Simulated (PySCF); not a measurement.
A ladder of Hamiltonians for As³¹⁺ (arsenic, charge +31)

Occupied: 1s1/2. Hartree-Fock calculated with PySCF 2.14 in an even-tempered Gaussian basis (16 s from 3.8 bohr⁻², ratio 2.7; 11 p from 4.5 bohr⁻², ratio 2.7), Gaussian nucleus throughout. NR is non-relativistic, sf-X2C the spin-free one-electron X2C Hamiltonian, X2C adds the bare one-electron spin-orbit term, X2C-SNSO screens it by Boettger's factors, DC is four-component Dirac-Coulomb, and the Gaunt and Breit terms are added at first order (total energies over the DC spinors, levels after relaxing the spinors in that mean field). QED terms are absent. Levels marked empty are virtual spinors of this ion.

```json
{"Hamiltonian": "NR", "E (hartree)": "-1068.4701"}
{"Hamiltonian": "sf-X2C", "E (hartree)": "-1084.0451"}
{"Hamiltonian": "X2C", "E (hartree)": "-1084.0451"}
{"Hamiltonian": "X2C-SNSO", "E (hartree)": "-1084.0451"}
{"Hamiltonian": "DC", "E (hartree)": "-1084.2772"}
{"Hamiltonian": "DC+Gaunt", "E (hartree)": "-1083.8042"}
{"Hamiltonian": "DC+Breit", "E (hartree)": "-1083.8042"}
```

```
   level (eV)        NR    sf-X2C       X2C  X2C-SNSO        DC  DC+Gaunt  DC+Breit
        1s1/2  -14259.7  -14462.5  -14462.5  -14462.5  -14468.7  -14456.0  -14456.0
2s1/2 (empty)   -3353.3   -3412.9   -3412.9   -3412.9   -3413.5   -3412.2   -3412.3
2p1/2 (empty)   -3293.0   -3317.9   -3350.6   -3349.6   -3349.1   -3346.4   -3346.8
2p3/2 (empty)   -3293.0   -3317.9   -3302.3   -3302.8   -3303.3   -3301.8   -3302.2
3s1/2 (empty)   -1472.1   -1493.0   -1493.0   -1493.0   -1493.2   -1492.8   -1492.9
```

How large are the two-electron picture-change error of X2C and the Breit correction in the total energy?

X2C-1e lies 0.2320 hartree above Dirac-Coulomb; Gaunt adds 0.4730 and the full Breit term 0.4730 hartree.

| interval (eV) | X2C | X2C-SNSO | DC | DC+Gaunt | DC+Breit |
| --- | --- | --- | --- | --- | --- |
| 2p3/2 − 2p1/2 | 48.26 | 46.77 | 45.87 | 44.57 | 44.57 |

Weight of the small component: 1s1/2 0.0144, 2s1/2 0.00336, 2p1/2 0.00333, 2p3/2 0.00328, 3s1/2 0.00147.

Koopmans' value for the highest occupied level at DC+Breit: 14456.0 eV, against an ionisation energy of 14447.7 eV (theoretical estimate listed by NIST; NIST Atomic Spectra Database, ionization energies); the former lacks relaxation, correlation, QED and recoil.

The whole ladder took 43 s of wall time on 1 thread of Neoverse-N1 (shared host), launched as `OMP_NUM_THREADS=1 python relrun2.py TASK.json OUT` (a driver that calls PySCF for each Hamiltonian).
